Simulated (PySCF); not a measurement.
ClK (SMILES [Cl][K]), singlet, geometry from GFN2-xTB (such geometries of metal compounds can be far from the true shape); PySCF with HF/STO-3G.

The PySCF input:
```python
from pyscf import gto, scf

mol = gto.Mole()
mol.atom = '''
    K    -0.00000000   -0.00000000   -1.21784993
    Cl    0.00000000    0.00000000    1.36112639
'''
mol.basis = 'sto-3g'
mol.verbose = 5
mol.build()

mf = scf.RHF(mol)
mf.kernel()
```

What the program printed (banner, timings and long lists left out):

```
PySCF version 2.14.0

[INPUT] verbose = 5
[INPUT] max_memory = 4000
[INPUT] num. atoms = 2
[INPUT] num. electrons = 36
[INPUT] charge = 0
[INPUT] spin (= nelec alpha-beta = 2S) = 0
[INPUT] symmetry False subgroup None
[INPUT] Mole.unit = angstrom
[INPUT] Symbol           X                Y                Z      unit          X                Y                Z       unit  Magmom
[INPUT]  1 K      0.000000000000   0.000000000000  -1.217849930000 AA    0.000000000000   0.000000000000  -2.301402828521 Bohr   0.0
[INPUT]  2 Cl     0.000000000000   0.000000000000   1.361126390000 AA    0.000000000000   0.000000000000   2.572156098018 Bohr   0.0
[INPUT] ---------------- BASIS SET ----------------
[INPUT] l, kappa, [nprim/nctr], expnt,             c_1 c_2 ...
[INPUT] Cl
[INPUT] 0    0    [3    /1   ]  601.3456136       0.1543289673
                                109.5358542       0.5353281423
                                29.64467686       0.4446345422
[INPUT] 0    0    [3    /1   ]  38.96041889       -0.09996722919
                                9.053563477       0.3995128261
                                2.944499834       0.7001154689
[INPUT] 0    0    [3    /1   ]  2.129386495       -0.219620369
                                0.5940934274      0.2255954336
                                0.232524141       0.900398426
[INPUT] 1    0    [3    /1   ]  38.96041889       0.155916275
                                9.053563477       0.6076837186
                                2.944499834       0.3919573931
[INPUT] 1    0    [3    /1   ]  2.129386495       0.01058760429
                                0.5940934274      0.5951670053
                                0.232524141       0.462001012
[INPUT] K
[INPUT] 0    0    [3    /1   ]  771.5103681       0.1543289673
                                140.5315766       0.5353281423
                                38.03332899       0.4446345422
[INPUT] 0    0    [3    /1   ]  52.40203979       -0.0999672292
                                12.1771071        0.3995128261
                                3.960373165       0.7001154689
[INPUT] 0    0    [3    /1   ]  3.651583985       -0.219620369
                                1.018782663       0.2255954336
                                0.3987446295      0.900398426
[INPUT] 0    0    [3    /1   ]  0.5039822505      -0.3088441215
                                0.1860011465      0.0196064117
                                0.08214006743     1.131034442
[INPUT] 1    0    [3    /1   ]  52.40203979       0.155916275
                                12.1771071        0.6076837186
                                3.960373165       0.3919573931
[INPUT] 1    0    [3    /1   ]  3.651583985       0.0105876043
                                1.018782663       0.5951670053
                                0.3987446295      0.462001012
[INPUT] 1    0    [3    /1   ]  0.5039822505      -0.12154686
                                0.1860011465      0.5715227604
                                0.08214006743     0.5498949471

nuclear repulsion = 66.2760017614896
number of shells = 12
number of NR pGTOs = 66
number of NR cGTOs = 22
basis = sto-3g
ecp = {}

******** <class 'pyscf.scf.hf.RHF'> ********
method = RHF
initial guess = minao
damping factor = 0
level_shift factor = 0
DIIS = <class 'pyscf.scf.diis.CDIIS'>
diis_start_cycle = 1
diis_space = 8
diis_damp = 0
SCF conv_tol = 1e-09
SCF conv_tol_grad = None
SCF max_cycles = 50
direct_scf = True
direct_scf_tol = 1e-13
Set gradient conv threshold to 3.16228e-05
Initial guess from minao.
E1 = -1573.8472942407536  E2 = 460.816203195063  Ecoul = 520.7121706145405  Exc = -59.89596741947747
init E= -1046.7550892842
cond(S) = 5.244066896068184
  HOMO = -0.516067792089229  LUMO = 0.0304452487124252  gap/eV = 14.87138
  mo_energy =
[-1.32025924e+02 -1.04012515e+02 -1.42342954e+01 -1.13404055e+01
 -1.13402819e+01 -1.13402819e+01 -1.06582073e+01 -8.09829449e+00
 -8.09714282e+00 -8.09714282e+00 -1.76248089e+00 -1.16890167e+00
 -9.74216738e-01 -9.73683227e-01 -9.73683227e-01 -5.23435373e-01
 -5.23435373e-01 -5.16067792e-01  3.04452487e-02  2.56011874e-01
  2.56011874e-01  3.42802914e-01]
E1 = -1584.6972749570486  E2 = 470.70879558163836  Ecoul = 531.4355899847948  Exc = -60.72679440315642
cycle= 1 E= -1047.71247761392  delta_E= -0.957  |g|= 0.149  |ddm|=  1.4
  HOMO = -0.164913090140226  LUMO = 0.134025363140872  gap/eV = 8.13453
  mo_energy =
[-132.02736453 -103.25738687  -14.24135781  -11.34678859  -11.34678859
  -11.34601945   -9.98021319   -7.42144861   -7.41997596   -7.41997596
   -1.73740778   -0.95411026   -0.95411026   -0.95314148   -0.73191895
   -0.18139291   -0.16491309   -0.16491309    0.13402536    0.31649669
    0.31649669    0.46249786]
E1 = -1584.1802176713297  E2 = 470.1685215662983  Ecoul = 530.827824358531  Exc = -60.659302792232666
cycle= 2 E= -1047.73569434354  delta_E= -0.0232  |g|= 0.035  |ddm|= 0.601
  HOMO = -0.216283241305132  LUMO = 0.150287874241566  gap/eV = 9.97491
  mo_energy =
[-131.96762307 -103.37510263  -14.18873843  -11.29360088  -11.29360088
  -11.292859    -10.08354095   -7.52508191   -7.52341866   -7.52341866
   -1.70321936   -0.92518662   -0.92091871   -0.92091871   -0.77799852
   -0.22162275   -0.21628324   -0.21628324    0.15028787    0.33055236
    0.33055236    0.46941292]
E1 = -1583.8282258808567  E2 = 469.81529680972875  Ecoul = 530.4412992845669  Exc = -60.62600247483812
cycle= 3 E= -1047.73692730964  delta_E= -0.00123  |g|= 0.00651  |ddm|= 0.148
  HOMO = -0.222272016463915  LUMO = 0.149677373306012  gap/eV = 10.12126
  mo_energy =
[-131.98128486 -103.38629017  -14.199876    -11.3047139   -11.3047139
  -11.30399261  -10.0938069    -7.53544282   -7.5336186    -7.5336186
   -1.70733862   -0.92884779   -0.92418825   -0.92418825   -0.78339128
   -0.22481821   -0.22227202   -0.22227202    0.14967737    0.32979956
    0.32979956    0.46727592]
E1 = -1583.8012181456966  E2 = 469.78823008959677  Ecoul = 530.4119716685497  Exc = -60.62374157895289
cycle= 4 E= -1047.73698629461  delta_E= -5.9e-05  |g|= 0.00221  |ddm|= 0.0297
  HOMO = -0.223239849838056  LUMO = 0.149824095856866  gap/eV = 10.15159
  mo_energy =
[-131.9802335  -103.3876913   -14.19910865  -11.30389063  -11.30389063
  -11.30317309  -10.09507927   -7.53674618   -7.53486708   -7.53486708
   -1.7070068    -0.92852561   -0.92379716   -0.92379716   -0.78400369
   -0.2248766    -0.22323985   -0.22323985    0.1498241     0.32991673
    0.32991673    0.46726789]
E1 = -1583.7893054380338  E2 = 469.7763088666424  Ecoul = 530.399043167033  Exc = -60.62273430039062
cycle= 5 E= -1047.7369948099  delta_E= -8.52e-06  |g|= 0.000213  |ddm|= 0.015
  HOMO = -0.223335703167427  LUMO = 0.149834946294567  gap/eV = 10.15449
  mo_energy =
[-131.98022477 -103.38784766  -14.19907556  -11.30385586  -11.30385586
  -11.30313923  -10.09521457   -7.53688293   -7.5350003    -7.5350003
   -1.70696842   -0.92849216   -0.92375921   -0.92375921   -0.78407462
   -0.22488124   -0.2233357    -0.2233357     0.14983495    0.32993244
    0.32993244    0.46728139]
E1 = -1583.7883545996074  E2 = 469.77535795176107  Ecoul = 530.3980038493603  Exc = -60.62264589759923
cycle= 6 E= -1047.73699488636  delta_E= -7.65e-08  |g|= 2.55e-05  |ddm|= 0.00142
  HOMO = -0.223352483193196  LUMO = 0.149836391351944  gap/eV = 10.15499
  mo_energy =
[-131.98022047 -103.38787817  -14.19907234  -11.3038525   -11.3038525
  -11.30313599  -10.09524283   -7.53691136   -7.53502815   -7.53502815
   -1.70696308   -0.928489     -0.92375372   -0.92375372   -0.78408972
   -0.22488754   -0.22335248   -0.22335248    0.14983639    0.32993557
    0.32993557    0.46728263]
E1 = -1583.788255059526  E2 = 469.7752584109692  Ecoul = 530.3978942711987  Exc = -60.62263586022948
cycle= 7 E= -1047.73699488707  delta_E= -7.11e-10  |g|= 1.96e-06  |ddm|= 0.000122
  HOMO = -0.223353321141377  LUMO = 0.149836518563343  gap/eV = 10.15501
  mo_energy =
[-131.98021953 -103.3878799   -14.19907152  -11.30385165  -11.30385165
  -11.30313514  -10.09524437   -7.5369129    -7.53502968   -7.53502968
   -1.70696264   -0.92848879   -0.92375318   -0.92375318   -0.78409042
   -0.22488826   -0.22335332   -0.22335332    0.14983652    0.32993576
    0.32993576    0.46728276]
E1 = -1583.7882468311886  E2 = 469.7752501826286  Ecoul = 530.3978852368344  Exc = -60.62263505420583
Extra cycle  E= -1047.73699488707  delta_E= -3.41e-12  |g|= 5.22e-07  |ddm|= 5.69e-06
converged SCF energy = -1047.73699488707
```
